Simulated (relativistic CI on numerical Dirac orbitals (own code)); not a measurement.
## Calculated levels, Bi⁷⁴⁺

Method of calculation: Dirac-Coulomb-Breit CI, separate exchange-only KLI orbitals for each configuration, QED by a radiative potential, unscaled Slater integrals (own radial code, finite nucleus).

Configurations in the expansion (outside the closed core 1s2): 2s2.2p5, 2s.2p6, 2s2.2p4.3s, 2p6.3s, 2s2.2p4.3p, 2p6.3p, 2p6.3d, 2s2.2p4.3d, 2s.2p5.3s, 2s.2p5.3p, 2s.2p5.3d, 2s2.2p4.4s, 2s2.2p4.4p, 2s2.2p4.4d, 2s2.2p4.4f, 2s2.2p3.3s2, 2s2.2p3.3s.3p, 2s2.2p4.5s, 2s2.2p3.3s.3d, 2s.2p5.4s, 2s2.2p4.5p, 2s2.2p3.3p2, 2s2.2p4.5d, 2s2.2p4.5f, 2s2.2p4.5g, 2s.2p5.4p, 2s2.2p3.3p.3d, 2s.2p5.4d, 2s.2p5.4f, 2s.2p4.3s2, 2s2.2p3.3d2, 2s.2p4.3s.3p, 2s.2p4.3s.3d, 2s.2p4.3p2, 2s.2p5.5s, 2s.2p4.3p.3d. Levels of other configurations are missing.

The lowest level is 2s2.2p5 2P°_3/2, with 100 % of that term; Hund's rules for 2s2.2p5 give 2P° with J = 3/2, in agreement.

| No. | Configuration | Term | J | E (10³ cm⁻¹) | % | Next component (%) | Landé g |
| --- | --- | --- | --- | --- | --- | --- | --- |
| 1 | 2s2.2p5 | 2P° | 3/2 | 0 | 100 |  | 1.289 |
| 2 | 2s2.2p5 | 2P° | 1/2 | 19184 | 100 |  | 0.602 |
| 3 | 2s.2p6 | 2S | 1/2 | 23839 | 100 |  | 1.938 |
| 4 | 2p4(3P).3s | 4P | 5/2 | 86044 | 68 | 32 2D | 1.430 |
| 5 | 2p4(3P).3s | 2P | 3/2 | 86149 | 56 | 33 2D | 1.156 |
| 6 | 2p4(1S).3s | 2S | 1/2 | 86673 | 66 | 23 4P | 1.979 |
| 7 | 2p4(3P).3p | 4P° | 3/2 | 87377 | 31 | 26 2P° | 1.426 |
| 8 | 2p4(3P).3p | 2D° | 5/2 | 87387 | 37 | 26 4D° | 1.164 |
| 9 | 2p4(1S).3p | 2P° | 1/2 | 87968 | 74 | 19 4D° | 0.640 |
| 10 | 2p4(3P).3p | 4D° | 7/2 | 92801 | 68 | 32 2F° | 1.302 |
| 11 | 2p4(3P).3p | 2D° | 5/2 | 92803 | 51 | 40 4P° | 1.300 |
| 12 | 2p4(1D).3p | 2P° | 1/2 | 92812 | 51 | 37 2S° | 1.264 |
| 13 | 2p4(3P).3p | 2P° | 3/2 | 93273 | 48 | 28 2D° | 1.299 |
| 14 | 2p4(1S).3p | 2P° | 3/2 | 93524 | 70 | 12 4D° | 1.310 |
| 15 | 2p4(3P).3d | 4D | 3/2 | 94174 | 32 | 31 2D | 1.170 |
| 16 | 2p4(3P).3d | 2F | 7/2 | 94186 | 38 | 29 2G | 1.076 |
| 17 | 2p4(3P).3d | 4D | 5/2 | 94191 | 33 | 27 2F | 1.127 |
| 18 | 2p4(3P).3d | 4P | 1/2 | 94227 | 52 | 25 2P | 1.711 |
| 19 | 2p4(1S).3d | 2D | 3/2 | 94784 | 70 | 17 4F | 0.803 |
| 20 | 2p4(1D).3d | 2F | 7/2 | 95402 | 50 | 40 4D | 1.226 |
| 21 | 2p4(3P).3d | 4F | 9/2 | 95404 | 68 | 32 2G | 1.231 |
| 22 | 2p4(3P).3d | 2P | 1/2 | 95540 | 63 | 22 2S | 1.130 |
| 23 | 2p4(3P).3d | 2D | 5/2 | 95764 | 52 | 20 4P | 1.198 |
| 24 | 2p4(3P).3d | 2P | 3/2 | 95772 | 48 | 31 2D | 1.193 |
| 25 | 2p4(1S).3d | 2D | 5/2 | 96124 | 70 | 10 4D | 1.181 |
| 26 | 2p4(3P).3s | 4P | 3/2 | 105340 | 88 | 11 2P | 1.642 |
| 27 | 2p4(3P).3s | 2P | 1/2 | 105432 | 67 | 33 4P | 1.290 |
| 28 | 2p4(1D).3s | 2D | 5/2 | 105501 | 68 | 32 4P | 1.284 |
| 29 | 2p4(1D).3s | 2D | 3/2 | 105565 | 66 | 33 2P | 0.930 |
| 30 | 2p4(3P).3p | 4P° | 1/2 | 106617 | 51 | 27 4D° | 1.749 |

Energies count from the lowest computed level; ° marks odd parity. Percentages are summed over parent terms; the parents shown are those of the largest component, closed shells are left out there.

The mean weight of the leading LS term, summed over parents, in these 30 levels is 61 %, and that of the leading jj configuration (from the same eigenvectors) 100 %, so jj coupling describes them better and the LS labels are nominal.

At this charge energies of transitions that change n are usually good to better than 1 %, and those within a shell (Δn = 0) to a few per cent.

LS names give the leading component of a level, which can be under half, so a name can repeat, a term be missing and a line seem to break the LS rules.
